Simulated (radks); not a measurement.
The numbers below are computed, except where a source is named.
All-electron atom: Ti+ in [Ar] 3d2 4s1 (the NIST ground configuration). Code: a radial shooting solver on a logarithmic mesh with Libxc functionals. Model: scalar-relativistic Kohn-Sham, PBE, spin-polarised, spherical densities, finite nucleus; open shells are filled with parallel spins first; Fermi nuclear charge, rms radius 3.5921 fm. Some entries of the table are withheld. Estimate them.

orbital,occ.,eigenvalue (eV),<1/r> (bohr^-1)
1s up,1,-4876.013,21.80
1s down,1,-4875.989,21.80
2s up,1,-544.2283,4.546
2s down,1,-543.6472,4.549
2p up,3,-451.5015,4.448
2p down,3,-451.0468,4.452
3s up,1,-70.6172,1.395
3s down,1,-68.7034,1.396
3p up,3,(1),1.262
3p down,3,(2),1.263
3d up,2,-12.1072,0.8936
4s up,1,-10.9401,0.4163
3d down,0,-10.0992,0.8986

Answer. 
(1) 3p up eigenvalue (eV): -46.8602
(2) 3p down eigenvalue (eV): -44.9291
